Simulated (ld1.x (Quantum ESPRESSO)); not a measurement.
# neon, TM: configuration errors across variants

neon, norm-conserving Troullier–Martins (Kleinman–Bylander form), made with ld1.x (Quantum ESPRESSO) 7.5 (LDA (PZ), scalar-relativistic). Core [He], reference 2s2 2p6. Waves: 2s (bound): rc 0.65 bohr; 2p (bound): rc 0.80 bohr. Local part: all-electron potential smoothed inside 0.70 bohr (lloc = -1). Core correction: none.

All-electron excitation energies from the reference (eV): (1) 2s2 2p5 22.653; (2) 2s2 2p4 66.055; (3) 2s2 2p3 133.579; (4) 2s1 2p6 45.561; (5) 2s2 2p2 228.267; (6) 2s2 2p5.5 8.962; (7) 2s2 2p5 spin 22.180; (8) 2s2 2p4 spin 63.803.

Spin tests fill each open shell by Hund’s rule, majority spin first.

Errors AE − PS in meV (a dash: test not solved or not reliable):

| change | (1) | (2) | (3) | (4) | (5) | (6) | (7) | (8) | bound ghosts |
| --- | --- | --- | --- | --- | --- | --- | --- | --- | --- |
| base | -0.9 | +15 | +96 | +8.6 | +351 | -1.0 | +40 | +232 | none |
| all radii scaled by about 0.77 (s 0.50, p 0.62 bohr); local potential all-electron potential smoothed inside 0.54 bohr (lloc = -1) | -0.6 | +11 | +64 | +12 | +230 | -0.8 | +43 | +240 | none |
| all radii scaled by about 0.84 (s 0.54, p 0.68 bohr); local potential all-electron potential smoothed inside 0.58 bohr (lloc = -1) | -0.9 | +10 | +69 | +10 | +251 | -0.9 | +42 | +237 | none |
| all radii scaled by about 0.92 (s 0.60, p 0.74 bohr); local potential all-electron potential smoothed inside 0.64 bohr (lloc = -1) | -1.0 | +12 | +78 | +9.3 | +287 | -1.0 | +41 | +235 | none |
| all radii scaled by about 1.20 (s 0.78, p 0.96 bohr); local potential all-electron potential smoothed inside 0.84 bohr (lloc = -1) | +0.8 | +35 | +196 | +2.2 | +670 | -0.8 | +38 | +226 | none |
| all radii scaled by about 1.28 (s 0.84, p 1.02 bohr); local potential all-electron potential smoothed inside 0.90 bohr (lloc = -1) | +2.2 | +52 | +274 | -5.4 | +908 | -0.6 | +36 | +225 | none |
| all radii scaled by about 1.38 (s 0.90, p 1.10 bohr); local potential all-electron potential smoothed inside 0.96 bohr (lloc = -1) | +4.8 | +78 | +388 | -18 | +1243 | -0.3 | +35 | +229 | none |

Q: Give the same row for: all radii scaled by about 1.10 (s 0.72, p 0.88 bohr); local potential all-electron potential smoothed inside 0.78 bohr (lloc = -1).

A: -0.1, +24, +142, +6.2, +501, -0.9, +39, +228; bound ghosts: none.
